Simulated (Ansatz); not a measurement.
Relaxation of CH$_{8}$AlISi$_{2}$ (13 atoms, charge 0, multiplicity 1), to a largest force component of 0.015 eV/Å in at most 40 steps.

Level of theory: RKS B3LYP-D4/def2-SVP in Ansatz.

```xyz
13
Properties=species:S:1:pos:R:3
Al -0.886 2.425 0.582
C -0.961 0.510 0.194
Si 0.726 -0.075 -0.264
Si 2.249 0.557 1.228
I 0.816 -2.542 -0.447
H 0.202 3.030 1.549
H -2.316 3.207 0.728
H -1.266 -0.005 1.096
H -1.646 0.318 -0.603
H 1.135 0.549 -1.588
H 3.542 0.155 0.909
H 1.826 -0.006 2.545
H 2.121 2.034 1.406
```

**Question.** Where does it end, and by what steps?

**Answer.** The forces met the threshold. The force dipped under the threshold on the way, but the program's further checks kept it going. After 30 steps the energy has fallen by 0.717 eV; H7 moved furthest, 1.38 Å.

```csv
step,energy less start (eV),largest force component (eV/Å),accepted
0,0.0000,2.045,yes
2,-0.6498,0.317,yes
4,-0.6857,0.108,yes
6,-0.7019,0.174,yes
8,-0.7064,0.031,yes
10,-0.7080,0.024,yes
12,-0.7096,0.125,yes
14,-0.7123,0.042,yes
16,-0.7121,0.152,no
18,-0.7139,0.075,no
20,-0.7152,0.027,yes
22,-0.7159,0.048,yes
24,-0.7165,0.026,yes
26,-0.7167,0.021,yes
28,-0.7168,0.007,yes
30,-0.7169,0.009,yes
```

```xyz
13
Properties=species:S:1:pos:R:3
Al -1.185 2.470 0.743
C -0.987 0.538 0.427
Si 0.668 -0.014 -0.254
Si 2.437 0.500 1.205
I 0.724 -2.489 -0.597
H -0.893 3.055 2.187
H -1.633 3.416 -0.448
H -1.153 0.000 1.378
H -1.763 0.214 -0.290
H 0.906 0.589 -1.597
H 3.744 0.064 0.636
H 2.207 -0.169 2.518
H 2.471 1.982 1.426
```

Whether the end is a true minimum wasn't checked by a vibrational analysis.

Time of the run: 3.3 min on 2 threads of Arm Neoverse V1, on a shared host, peak memory 0.39 GiB.
